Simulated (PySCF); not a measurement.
## How methods differ on the ionisation energy of Rb⁺

Rb⁺ [Kr] (1S) → Rb²⁺ [Ar] 3d10 4s2 4p5 (2P), as a difference of total energies. All numbers are calculated (PySCF 2.14, the spin-free X2C one-electron Hamiltonian (Gaussian nucleus), in cc-pVDZ-X2C). Correlated levels: valence: [Ar] 3d10 4s2 frozen. The calculations carry no spin-orbit coupling.

| method | ionisation energy (eV) | difference from reference (eV) |
| --- | --- | --- |
| UHF | 27.262 | -0.028 |
| B3LYP | 28.380 | +1.090 |
| LDA | 28.572 | +1.282 |
| MP2 (valence) | 27.371 | +0.081 |
| SCS-MP2 (valence) | 27.362 | +0.072 |
| CCSD (valence) | 27.380 | +0.090 |
| CCSD(T) (valence) | 27.381 | +0.091 |

Reference: 27.290 eV (measured; NIST Atomic Spectra Database, ionization energies).

The reference lies between the lowest fine-structure levels, while these numbers refer to the centres of the terms.

Errors of the correlated levels include the incompleteness of this basis and the frozen core.
